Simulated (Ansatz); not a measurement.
Reaction (redistribution): `FBN[CH2][SnH3]` + `CN([SiH3])[SiH3]` → `FBN([SiH3])[SiH3]` + `CN[CH2][SnH3]`

Computed with Ansatz on PBE0-D4/def2-TZVP structures; ΔE is electronic, products minus reactants. CCSD(T)/CBS is the MP2 limit (def2-TZVPP, def2-QZVPP) plus CCSD(T) − MP2 in def2-TZVPP, frozen cores. DFT in def2-TZVPP. B3LYP here is the variant with VWN-RPA as its local correlation; programs differ in this. Elements past krypton have def2 core potentials. For Sn outer-core shells are correlated without core-valence functions, which leaves a few kJ/mol of doubt a bond. One conformer a species, not always the lowest.

`FBN[CH2][SnH3]`:

Z-matrix (Å, degrees):
```
C
Sn 1 2.170
N 1 1.446 2 112.5
H 1 1.093 2 108.9 3 123.6
H 1 1.090 2 107.9 3 -120.1
H 2 1.712 1 107.7 3 -53.2
H 2 1.706 1 109.2 3 65.1
H 2 1.709 1 111.2 3 -173.1
B 3 1.391 1 126.6 2 -110.4
H 3 1.007 1 115.4 2 67.7
F 9 1.340 3 119.4 1 -0.8
H 9 1.196 3 121.3 1 179.1
```

`CN([SiH3])[SiH3]`:

Cartesian coordinates in Å:
```
C -1.498 0.015 -0.142
N -0.047 -0.071 0.008
Si 0.594 0.253 1.577
Si 0.875 -0.276 -1.436
H -1.843 -0.629 -0.958
H -2.004 -0.324 0.767
H -1.836 1.036 -0.354
H 2.055 0.000 1.552
H -0.071 -0.630 2.576
H 0.349 1.659 2.011
H 0.373 -1.465 -2.180
H 2.299 -0.458 -1.065
H 0.755 0.892 -2.356
```

`FBN([SiH3])[SiH3]`:

Cartesian coordinates in Å:
```
F -2.501 -0.550 0.318
B -1.260 -1.053 0.309
N -0.182 -0.183 0.051
Si 1.469 -0.758 0.019
Si -0.508 1.520 -0.247
H -1.129 -2.222 0.521
H 2.275 -0.036 1.037
H 2.068 -0.505 -1.316
H 1.468 -2.211 0.309
H -1.360 1.694 -1.447
H 0.815 2.156 -0.482
H -1.156 2.149 0.929
```

`CN[CH2][SnH3]`:

Cartesian coordinates in Å:
```
C -1.999 -0.096 -0.685
N -0.850 0.274 0.114
C 0.366 -0.393 -0.298
Sn 1.996 0.182 0.987
H -2.871 0.482 -0.371
H -1.853 0.052 -1.768
H -2.227 -1.154 -0.525
H -0.726 1.278 0.089
H 0.236 -1.474 -0.183
H 0.643 -0.219 -1.352
H 1.840 -0.553 2.519
H 1.947 1.883 1.173
H 3.498 -0.261 0.300
```

```csv
level,ΔE (kJ/mol)
B3LYP-D4,7.9
PBE,7.3
B3LYP,6.9
HF/def2-TZVPP,-1.7
CCSD(T)/def2-TZVPP,0.9
HF/def2-QZVPP,-1.8
HF/CBS(def2),-1.8
CCSD/CBS(def2),1.0
```

**Question.** What does CCSD(T)/CBS give? (Estimate.)

**Answer.** The calculation gave: +1.2 kJ/mol. The listed levels differ from it by 6.7, 6.1, 5.7, -2.9, -0.3, -3.0, -3.0, -0.2 kJ/mol.

Largest T1 diagnostic among the species: 0.013.
